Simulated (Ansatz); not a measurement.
Ansatz (a quantum-chemistry and plane-wave program) input:

Ansatz 0.2 input:
```yaml
crystal:
  periodic: [false, false, false]
  atoms:
    - {symbol: In, position_ang: [-0.02967168, -0.00358786, 0.01269558]}
    - {symbol: H, position_ang: [1.17788858, -0.42135877, 1.27724158]}
    - {symbol: H, position_ang: [0.15846299, 1.70811810, -0.50352042]}
    - {symbol: H, position_ang: [0.11756071, -1.11095433, -1.39580469]}
basis:
  gaussian:
    orbitals: def2-TZVPD
hamiltonian:
  xc: {name: BLYP}
total_charge: -1
magnetization: {spin_polarized: true, initial_magnetization: 1}
output: {forces: true}
```

Problem. What final total energy does it print?

Solution. -191.85518 Eh (BLYP/def2-TZVPD). The basis has 83 functions.
